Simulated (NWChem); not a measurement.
Molecule: InH$_{3}$Se; SMILES [SeH][InH2]

This build's default masses of Se (78.918 u) and Br (79.917 u) are each other's, which moves their modes by up to 0.6 %. def2 effective core potentials on In; no spin-orbit coupling.

Q: Give the equilibrium geometry at PBE-D3(BJ)/def2-SVP with def2 effective core potentials on In (NWChem) as an XYZ file, with the point group.

A: point group Cs; any orientation.
```
5

In     0.0210     1.0981     0.0000
H     -1.5402     1.8511     0.0000
H      1.6012     1.8130     0.0000
Se    -0.0664    -1.4463     0.0000
H      1.4151    -1.5505     0.0000
```
